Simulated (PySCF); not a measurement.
H₂O₃P, doublet, at a GFN2-xTB geometry. Base run: SVWN5/cc-pVDZ (PySCF).

Input for PySCF:
```python
from pyscf import gto, scf, dft

mol = gto.M(
    atom='''
O     1.427181   -0.127893    0.470293
P     0.199306    0.021675   -0.314838
O    -0.899245   -1.162206    0.032029
O    -0.648013    1.332485    0.101491
H    -0.493336   -2.020942    0.152005
H    -1.535643    1.356721   -0.259933
''',
    basis='cc-pvdz',
    charge=0,
    spin=1,
    verbose=4,
)

mf = dft.UKS(mol)
mf.xc = 'lda,vwn'
mf.kernel()
```

The base run was repeated with changes; each row names its change, and settings that it needs were set with it.

```csv
change,ΔE vs base (mEh),fitting functions,dipole (D)
base,0.000,-,3.22
auxbasis = def2-universal-jkfit,-0.066,395,3.22
auxbasis = def2-universal-jfit,-0.201,220,3.22
auxbasis = even-tempered beta=3.0,-1.320,396,3.22
auxbasis = default (with mf = mf.density_fit()),-0.078,368,3.22
auxbasis = cc-pvqz-jkfit,-0.031,568,3.22
auxbasis = cc-pvtz-ri,-13.545,425,3.22
auxbasis = def2-svp-ri,-579.3,234,3.23
auxbasis = cc-pvtz-jkfit,-0.044,418,3.22
auxbasis = def2-tzvp-ri,-15.547,371,3.22
```

A fitting set is made for a task (jfit for Coulomb, jkfit for Coulomb and exchange, ri for correlation) and for a family of orbital bases.

Open shells are given as the SCF converged; they aren't shown to be the lowest states, and a large step between rows can be another state.
